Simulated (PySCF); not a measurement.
Vertical excitations of a molecule C2H3Cl2FSi from TDDFT-PBE/def2-SVPD run with PySCF, as energy in eV (oscillator strength): 5.14 (0.000), 5.26 (0.000), 5.47 (0.231), 5.98 (0.000), 6.09 (0.004), 6.16 (0.003), 6.55 (0.002), 6.57 (0.023), 6.82 (0.004), 6.89 (0.019). Lowest triplet (TDA): 3.62 eV. The structure is a stationary point at B3LYP-D3(BJ)/def2-SVP. The values are those of a single conformer.

Problem. Identify the compound among the candidates.
A) F/C(Cl)=C\[SiH2]Cl
B) C=C(Cl)[Si@@H](F)Cl
C) FC([SiH3])=C(Cl)Cl
D) F/C(=C/Cl)[SiH2]Cl

Solution. C, FC([SiH3])=C(Cl)Cl
